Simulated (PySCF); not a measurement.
Vertical excitations of a molecule C4H10S from TDA-ωB97X/def2-SVPD run with PySCF, as energy in eV (oscillator strength): 5.65 (0.000), 6.68 (0.050), 7.02 (0.010), 7.40 (0.050), 7.74 (0.026), 7.97 (0.027), 8.46 (0.036), 8.70 (0.122), 8.78 (0.048), 9.04 (0.040). Lowest triplet (TDA): 5.23 eV. Geometry: PBE0-D3(BJ)/def2-SVP. Other conformers were not sampled.

Q: Which structure fits?
A) CCCCS
B) CCSCC
C) CC[C@H](C)S
D) CC(C)(C)S

A: B, CCSCC
